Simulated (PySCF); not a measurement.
B(NHMe)3, SMILES CNB(NC)NC (C₃H₁₂BN₃), singlet (GFN2-xTB optimised geometry):

```
19

B     -0.304    -0.447     0.000
N      1.118    -0.447     0.000
C      1.999    -1.583     0.092
H      1.602     0.406    -0.219
H      1.514    -2.378     0.657
H      2.920    -1.311     0.614
H      2.276    -1.981    -0.896
N     -1.015     0.784     0.000
C     -0.469     2.116     0.055
H     -2.002     0.773    -0.191
H     -1.149     2.785     0.588
H     -0.294     2.540    -0.945
H      0.479     2.103     0.591
N     -1.014    -1.678     0.041
C     -2.438    -1.870     0.137
H     -0.516    -2.531    -0.150
H     -2.664    -2.785     0.691
H     -2.920    -1.945    -0.850
H     -2.886    -1.035     0.673
```

Method: PBE0/def2-SVP in PySCF.

Task: What are the frontier orbital energies and the dipole moment?

Result: HOMO-2 -7.95 eV, HOMO-1 -5.76 eV, HOMO -5.76 eV, LUMO 1.88 eV, LUMO+1 2.27 eV; dipole moment 0.40 D.

On the same geometry PBE/def2-SVP run with PySCF gives HOMO-2 -6.44 eV, HOMO-1 -4.34 eV, HOMO -4.34 eV, LUMO 0.99 eV, LUMO+1 1.36 eV; dipole moment 0.38 D.

Meta-Löwdin charges at PBE0/def2-SVP: B1 0.19, N2 -0.36, C3 -0.19, H4 0.20, H5 0.10, H6 0.10, H7 0.08, N8 -0.36, C9 -0.19, H10 0.20, H11 0.10, H12 0.08, H13 0.10, N14 -0.36, C15 -0.19, H16 0.20, H17 0.10, H18 0.08, H19 0.10.
